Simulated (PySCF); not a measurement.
How methods differ on the ionisation energy of Cr⁹⁺

Cr⁹⁺ [Ne] 3s2 3p3 [3p1/2^2 3p3/2^1, M_J = 3/2] → Cr¹⁰⁺ [Ne] 3s2 3p2 [3p1/2^2, M_J = 0], as a difference of total energies. All numbers are calculated (PySCF 2.14, the two-component X2C-1e Hamiltonian, in an even-tempered Gaussian basis (20 s from 0.53 bohr⁻², ratio 2.4; 13 p from 0.69 bohr⁻², ratio 2.4; 5 d from 3.8 bohr⁻², ratio 2.6; 4 f from 5.7 bohr⁻², ratio 2.6)). Correlated levels: 1s2 frozen; the 52 highest virtual spinors dropped. "Screened" scales the spin-orbit matrix elements by Boettger's factors to mimic the two-electron term; Breit and QED terms are absent.

```json
{"method": "GHF (spin-free)", "ionisation energy (eV)": "242.17"}
{"method": "GMP2 (spin-free)", "ionisation energy (eV)": "242.64"}
{"method": "GHF (screened spin-orbit)", "ionisation energy (eV)": "241.59"}
{"method": "GMP2 (screened spin-orbit)", "ionisation energy (eV)": "242.05"}
```

How much does correlation contribute at GMP2 (screened spin-orbit)?

242.05 − (241.59) = 0.46 eV, measured against GHF (screened spin-orbit).

The labels give the starting determinants; with spin-orbit coupling the two ends relaxed to ⟨J²⟩ = 3.75, ⟨L²⟩ = 0.02, ⟨S²⟩ = 3.72 and ⟨J²⟩ = 1.46, ⟨L²⟩ = 1.97, ⟨S²⟩ = 1.96.

The determinant of Cr¹⁰⁺ mixes levels of different J (the jj label is only the starting occupation), so the difference between spin-free and spin-orbit rows is not the physical spin-orbit shift.

For comparison: 244.5 ± 0.5 eV (semi-empirical (NIST evaluation); NIST Atomic Spectra Database, ionization energies).
